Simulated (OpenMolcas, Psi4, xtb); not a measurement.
## How methods differ on CH5FOSn (SMILES FC[O][SnH3])

CH5FOSn has 9 atoms, charge 0, and is taken as a singlet. SMILES: `FC[O][SnH3]`. The coordinates come from a PBE0-D4/def2-TZVP relaxation. This is one conformer, not always the lowest.

```xyz
9

F    -0.5968    1.7542    0.0315
C    -1.2915    0.5661    0.2778
O    -0.7360   -0.4634   -0.4050
Sn    1.2393   -0.7015   -0.3197
H    -1.2588    0.4340    1.3693
H    -2.3191    0.7246   -0.0661
H     1.6901   -0.3903    1.2948
H     1.4078   -2.3331   -0.7653
H     1.9535    0.3631   -1.4344
```

Quantity: the energy change with the Sn4–H9 bond stretched from 1.699 to 3.737 Å, in eV. The values are calculated.

```tsv
level	kind	program	value (eV)	CPU time (all runs)
GFN-FF	force field	xtb	2.03	under 2 s
HF/def2-SVP (core potential) (unrestricted)	Hartree–Fock	OpenMolcas	2.60	17 s
SVWN5/def2-SVP (core potential) (restricted)	LDA	OpenMolcas	3.78	2.2 min
BLYP/def2-SVP (core potential) (restricted)	GGA	OpenMolcas	3.48	74 s
TPSS/def2-SVP (core potential) (restricted)	meta-GGA	OpenMolcas	3.88	79 s
M06-2X/def2-SVP (core potential) (restricted)	hybrid meta-GGA	OpenMolcas	4.49	61 s
PBE0/def2-SVP (core potential) (restricted)	global hybrid	OpenMolcas	4.24	48 s
wB97X-D/def2-SVP (density fitting, core potential) (restricted)	range-separated hybrid	Psi4	4.52	21 s
B2PLYP/def2-SVP (core potential) (restricted)	double hybrid	OpenMolcas	4.07	41 s
MP2/def2-SVP (core potential) (restricted)	perturbation theory	OpenMolcas	4.40	13 s
```

The first shape isn't each level's own minimum. The values span 2.03 to 4.52 eV. Spin contamination of the reference (⟨S²⟩ at least 0.1 too high) touches HF/def2-SVP. In the correlated wave-function rows the outer d shell of Sn is correlated, in sets not made for it. Times are those of the runs behind each value, whatever else they computed, on shared processors of several kinds: orders of magnitude only.
